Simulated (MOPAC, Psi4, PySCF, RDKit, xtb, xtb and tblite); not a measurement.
Two geometries of C₈H₈O₂, SMILES Cc1cccc(C(=O)O)c1, relaxed at GFN2-xTB with one dihedral held; other torsions can differ between them too.

Structure A

```
18

C     -2.6772     0.2993    -0.6137
C     -1.3143     0.0039    -0.0665
C     -1.1752    -0.7237     1.1117
C      0.0760    -1.0104     1.6276
C      1.2139    -0.5808     0.9695
C      1.0888     0.1407    -0.2125
C      2.3107     0.6276    -0.8956
O      3.3083    -0.0205    -1.0827
O      2.1806     1.8875    -1.3416
C     -0.1714     0.4446    -0.7160
H     -2.6198     0.9867    -1.4534
H     -3.1527    -0.6209    -0.9522
H     -3.3108     0.7369     0.1558
H     -2.0606    -1.0652     1.6289
H      0.1644    -1.5689     2.5476
H      2.1978    -0.8013     1.3540
H      2.9908     2.1622    -1.7995
H     -0.2523     1.0186    -1.6271
```

Structure B

```
18

C      2.6886     0.3407    -0.5782
C      1.3272     0.0091    -0.0487
C      1.1908    -0.7371     1.1173
C     -0.0598    -1.0521     1.6153
C     -1.2007    -0.6338     0.9525
C     -1.0765     0.1030    -0.2173
C     -2.2966     0.6096    -0.9067
O     -2.6756     1.7501    -0.8999
O     -2.9722    -0.3734    -1.5178
C      0.1813     0.4339    -0.7051
H      2.6250     1.0382    -1.4091
H      3.1874    -0.5645    -0.9238
H      3.3045     0.7814     0.2038
H      2.0768    -1.0687     1.6397
H     -0.1489    -1.6250     2.5263
H     -2.1796    -0.8772     1.3365
H     -3.7744    -0.0230    -1.9384
H      0.2615     1.0238    -1.6066
```

Task: Which is lower in energy at the level PBE0-D3(BJ)/def2-SVP // GFN2-xTB run with Psi4, and by how much?

Result: A is lower, by 3.80 kcal/mol (dihedral C5–C6–C7–O8: 45° in A, 105° in B).

E(B) − E(A) in kcal/mol at the other levels, on the same two geometries: GFN2-xTB (xtb and tblite) 1.91; MMFF94 // GFN2-xTB (RDKit) 2.90; PBE0/def2-SVP // GFN2-xTB (Psi4) 3.78; PBE/def2-SVP // GFN2-xTB (Psi4) 3.63; PBE-D3(BJ)/def2-SVP // GFN2-xTB (Psi4) 3.67; UFF // GFN2-xTB (RDKit) 3.58; PM7, restricted, heats of formation // GFN2-xTB (MOPAC) 0.95; PM6, restricted, heats of formation // GFN2-xTB (MOPAC) 0.80; GFN1-xTB // GFN2-xTB (xtb) 2.34; restricted B3LYP/6-31G*, spherical d, density fitting // GFN2-xTB (PySCF) 3.68; restricted B3LYP/LANL2DZ, density fitting // GFN2-xTB (PySCF) 4.19; restricted MP2 (frozen core)/3-21G // GFN2-xTB (PySCF) 5.09; restricted B3LYP/3-21G, density fitting // GFN2-xTB (PySCF) 5.77.
